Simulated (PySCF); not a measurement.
PW91 on Ti⁻ (titanium, charge -1), [Ar] 3d3 4s2, high-spin 4F determinant. Calculation: PySCF 2.14, in dyall-av2z (16s12p7d2f, 101 functions); no relativity, point nucleus.

```
cycle= 1 E= -849.410808451369  delta_E= -0.0323  |g|= 0.0644  |ddm|= 0.964
cycle= 2 E= -849.40336420033  delta_E= 0.00744  |g|= 0.152  |ddm|= 0.165
cycle= 3 E= -849.412197385569  delta_E= -0.00883  |g|= 0.0225  |ddm|= 0.163
cycle= 4 E= -849.412318004601  delta_E= -0.000121  |g|= 0.0219  |ddm|= 0.114
cycle= 5 E= -849.412717632102  delta_E= -0.0004  |g|= 0.00218  |ddm|= 0.0474
cycle= 6 E= -849.412721632672  delta_E= -4e-06  |g|= 7.15e-05  |ddm|= 0.00756
cycle= 7 E= -849.412721653544  delta_E= -2.09e-08  |g|= 1.4e-05  |ddm|= 0.000855
cycle= 8 E= -849.412721653795  delta_E= -2.5e-10  |g|= 1.89e-06  |ddm|= 6.4e-05
converged SCF energy = -849.412721653795  <S^2> = 3.7916515  2S+1 = 4.0207718
```

Highest occupied orbital energy: 1.885 eV; ⟨L²⟩ = 12.00; populations by l: s 8.00, p 12.00, d 3.00, f 0.00.

(1) Can this result be used?

Results:

(1) With care. The calculation finished and met its thresholds. At PW91 the highest occupied level has a positive energy, so only the finite basis holds that electron; in a semilocal or global hybrid functional this comes from self-interaction and does not mean that the real anion is unbound.
